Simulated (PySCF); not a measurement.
Sn(Br)2(OH)(NH2), SMILES [NH2][Sn]([OH])([Br])[Br] (H3Br2NOSn), PBE0/def2-SVP optimised geometry.

```
8

N     -1.84    -2.07     1.59
Sn    -0.96    -1.21     0.00
O     -1.54     0.67     0.00
Br    -1.72    -2.40    -2.03
Br     1.54    -1.21     0.00
H     -1.37    -1.84     2.47
H     -1.87    -3.09     1.50
H     -1.02     1.21    -0.61
```

Density from PySCF with PBE0/def2-TZVP, def2 effective core potentials past Kr at that geometry. The core electrons that the potentials of Sn replace are not part of the density.

Minimum of the electron density along straight lines between bonded atoms, close to the bond critical point (lines longer than 1.1 times the sum of covalent radii, or with two minima, are not listed):

```json
[
 {"bond": "N1–Sn2", "length / Å": "2.012", "ρ at the minimum / e bohr⁻³": "0.124", "∇²ρ there / e bohr⁻⁵": "0.32", "position (fraction from the first atom)": "0.49"},
 {"bond": "Sn2–O3", "length / Å": "1.964", "ρ at the minimum / e bohr⁻³": "0.124", "∇²ρ there / e bohr⁻⁵": "[?]", "position (fraction from the first atom)": "0.51"},
 {"bond": "Sn2–Br4", "length / Å": "2.477", "ρ at the minimum / e bohr⁻³": "0.079", "∇²ρ there / e bohr⁻⁵": "[?]", "position (fraction from the first atom)": "0.47"},
 {"bond": "Sn2–Br5", "length / Å": "2.496", "ρ at the minimum / e bohr⁻³": "0.077", "∇²ρ there / e bohr⁻⁵": "0.10", "position (fraction from the first atom)": "0.47"},
 {"bond": "N1–H6", "length / Å": "1.020", "ρ at the minimum / e bohr⁻³": "0.329", "∇²ρ there / e bohr⁻⁵": "-1.58", "position (fraction from the first atom)": "0.74"},
 {"bond": "N1–H7", "length / Å": "1.019", "ρ at the minimum / e bohr⁻³": "0.329", "∇²ρ there / e bohr⁻⁵": "-1.59", "position (fraction from the first atom)": "0.74"},
 {"bond": "O3–H8", "length / Å": "0.965", "ρ at the minimum / e bohr⁻³": "0.354", "∇²ρ there / e bohr⁻⁵": "[?]", "position (fraction from the first atom)": "0.81"}
]
```

Question: Complete the blanks.

Answer: 
- Sn2–O3, ∇²ρ there / e bohr⁻⁵: 0.48
- Sn2–Br4, ∇²ρ there / e bohr⁻⁵: 0.11
- O3–H8, ∇²ρ there / e bohr⁻⁵: -2.38
